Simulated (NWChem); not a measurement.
Species: ZrNH$_{5}$; SMILES [NH2][ZrH3]

```xyz
7

Zr     0.0032    -0.3351     0.0000
N      0.0070     1.6566     0.0000
H      0.0144     2.2514     0.8292
H      0.0144     2.2514    -0.8292
H      0.7974    -0.9614     1.5649
H      0.7974    -0.9614    -1.5649
H     -1.8004    -0.7737     0.0000
```
Atoms are numbered in this order, from 1.

Program: NWChem. Coordinates come from a PBE0/def2-SVP optimisation. def2 effective core potentials on Zr; no spin-orbit coupling.

What does the run give for PBE/def2-SVP (core potentials)? Quantities: highest occupied level (eV); orbital gap (eV); dipole (D).

The highest occupied level (eV) is -6.46 and the orbital gap (eV) comes out as 3.62. The dipole (D) comes out as 2.54.
